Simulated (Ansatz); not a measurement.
System: TaO$_{3}$, charge 0, multiplicity 2. The spin state was set by rule; other spins were not relaxed. SMILES: [O]=[Ta]1[O][O]1
Geometry: optimised at B3LYP-D3(BJ)/def2-TZVP (Ansatz, a quantum-chemistry and plane-wave program).

Quantity: vertical ionisation energy (to the singlet state of charge +1; each state is the SCF solution reached for its spin; for the singlet T1 is 0.036; for the doublet T1 is 0.050), in eV. Cores are frozen in the correlated levels unless marked. UHF or UKS for open shells. No spin-orbit coupling. Frozen are the shells of the preceding noble gas and the d and f shells that filled before the atom's block. In def2 rows, elements after Kr have scalar-relativistic effective core potentials. Basis-set limits of correlation are two-point, X^-3; Hartree-Fock from the larger set. [CCSD(T)-MP2]/basis is that difference in the basis named.

```csv
level,program,vertical ionisation energy (eV)
r2SCAN/def2-TZVPD,Ansatz,8.26
```

Question: Estimate the value at RI-MP2/CBS(def2-TZVPPD,def2-QZVPPD)+[CCSD(T)-MP2]/def2-TZVPPD as computed with Ansatz.

Answer: 8.06 eV, so r2SCAN/def2-TZVPD differs from it by 0.20 eV.
